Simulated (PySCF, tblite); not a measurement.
Q: Write Cartesian coordinates for triethylphosphine, `CCP(CC)CC` as optimised with GFN2-xTB.

A: 
```
atom  x, y, z in Å
C1    -1.604   -2.265    0.331
C2    -0.269   -1.547    0.474
P3    -0.129   -0.081   -0.673
C4     1.554    0.513   -0.124
C5     2.680   -0.317   -0.725
C6    -1.159    1.119    0.320
C7    -1.215    2.498   -0.323
H8    -2.427   -1.622    0.635
H9    -1.766   -2.559   -0.704
H10   -1.625   -3.160    0.951
H11   -0.113   -1.223    1.508
H12    0.537   -2.236    0.209
H13    1.652    1.547   -0.464
H14    1.609    0.505    0.969
H15    2.601   -0.333   -1.810
H16    2.643   -1.344   -0.366
H17    3.649    0.102   -0.456
H18   -2.170    0.706    0.367
H19   -0.769    1.184    1.340
H20   -0.230    2.960   -0.341
H21   -1.887    3.151    0.231
H22   -1.575    2.422   -1.347
```

Orientation and origin are arbitrary. Atoms count from 1 in this order. All 3 C–P bonds measure 1.867 Å. Of the pairs four or more bonds apart, H13···H20 is among the closest relative to their van der Waals radii: 2.36 Å, 98 % of the sum of Bondi's values. P3 (phosphine phosphorus) is pyramidal (angles 97.9°, 97.8° and 97.8°, sum 293.5°, 0.92 Å off the plane of its three neighbours). All 3 C–C bonds measure 1.523 Å.

Bonds between heavy atoms (Å): C1–C2 1.523, C2–P3 1.867, P3–C4 1.867, C4–C5 1.523, P3–C6 1.867, C6–C7 1.523.

Structure optimised with GFN2-xTB, isolated species.

Point group: C3 (every atom within 0.08 Å of its image). Its GFN2-xTB frequencies are all real (lowest 25 cm⁻¹). The numbers are those of one conformer (C1–C2–P3–C4 178°, C2–P3–C4–C5 79°, C2–P3–C6–C7 178°). 2 starts were optimised and ended at 0.00 and 1.38 kcal/mol (GFN2-xTB); the lowest of these is shown.

These are computed values.
